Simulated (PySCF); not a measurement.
CH6CdOSi. Atoms are numbered in the order given.

```xyz
10

Cd    -0.0240     0.0919    -0.0092
O     -1.3030    -0.0263    -1.5319
C     -1.6974    -1.1689    -2.2280
H     -2.4251    -0.8906    -3.0162
H     -0.8618    -1.6898    -2.7446
H     -2.2015    -1.9295    -1.5926
Si     1.5437     0.4193     1.8944
H      0.7984     0.6175     3.1732
H      2.4153     1.6115     1.6725
H      2.4235    -0.7775     2.0502
```

The structure is a stationary point at B3LYP-D3(BJ)/def2-SVP. The structure was generated by enumeration; whether it is a known compound was not checked. The def2 effective core potentials stand for the cores of Cd; spin–orbit coupling is left out. The values are those of a single conformer.

Computed with r2SCAN/def2-TZVP (PySCF).

ESP charges are fitted to the potential on shells at 1.4 to 2.0 van der Waals radii. Atomic charges (e):

```tsv
atom	Mulliken	ESP fit	Löwdin
Cd1	0.59	0.64	0.59
O2	-0.63	-0.52	-0.27
C3	-0.08	-0.05	-0.45
H4	0.09	0.07	0.10
H5	0.07	0.04	0.09
H6	0.07	0.04	0.09
Si7	-0.03	-0.36	-0.04
H8	-0.03	0.05	-0.03
H9	-0.03	0.05	-0.03
H10	-0.03	0.04	-0.03
```
